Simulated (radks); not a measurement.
All-electron atom: Ge I in [Ar] 3d10 4s2 4p2 (the NIST ground configuration). Calculated with a radial shooting solver on a logarithmic mesh with Libxc functionals: Dirac Kohn-Sham, BLYP, spin-unpolarised, spherical densities, finite nucleus; open shells fill j = l - 1/2 first; Fermi nuclear charge, rms radius 4.0742 fm. Some entries of the table are withheld. Estimate them.

orbital  occ.  eigenvalue (eV)  <r^2> (bohr^2)  <r> (bohr)
1s1/2       2        -10960.38        0.002973     0.04700
2s1/2       2        -1371.259         0.05199      0.2098
2p1/2       2              (1)         0.04034      0.1812
2p3/2       4              (2)         0.04183      0.1848
3s1/2       2              (3)          0.4498      0.6242
3p1/2       2        -118.0732          0.4825      0.6399
3p3/2       4        -113.7860          0.4988      0.6506
3d3/2       4         -29.3701             (4)         (5)
3d5/2       6         -28.7846             (6)         (7)
4s1/2       2         -11.5627           5.172       2.112
4p1/2       2          -3.8427           10.00       2.885
4p3/2       0          -3.6556           10.45       2.949

Answer. 
(1) 2p1/2 eigenvalue (eV): -1219.963
(2) 2p3/2 eigenvalue (eV): -1188.063
(3) 3s1/2 eigenvalue (eV): -167.9265
(4) 3d3/2 <r^2> (bohr^2): 0.6928
(5) 3d3/2 <r> (bohr): 0.7342
(6) 3d5/2 <r^2> (bohr^2): 0.7033
(7) 3d5/2 <r> (bohr): 0.7396
